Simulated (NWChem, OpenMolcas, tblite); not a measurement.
## How methods differ on C2H5InO (SMILES C[C](=O)[InH2])

C2H5InO: 9 atoms, total charge 0, spin state singlet. As SMILES, `C[C](=O)[InH2]`. The coordinates come from a PBE0-D4/def2-TZVP relaxation.

Quantity: the dipole moment, in D. The values are calculated.

```csv
level,kind,program,value (D),CPU time
GFN2-xTB,semi-empirical,tblite,2.97,under 2 s
HF/def2-SVP (core potential),Hartree–Fock,NWChem,3.07,20 s
SVWN5/def2-SVP (core potential),LDA,NWChem,2.34,15 s
BLYP/def2-SVP (core potential),GGA,OpenMolcas,2.24,37 s
TPSS/def2-SVP (core potential),meta-GGA,OpenMolcas,2.30,47 s
M06-2X/def2-SVP (core potential),hybrid meta-GGA,OpenMolcas,2.58,41 s
PBE0/def2-SVP (core potential),global hybrid,OpenMolcas,2.48,30 s
```

The values span 2.24 to 3.07 D. Magnitudes only. Times are those of the runs behind each value, whatever else they computed, on shared processors of several kinds: orders of magnitude only.
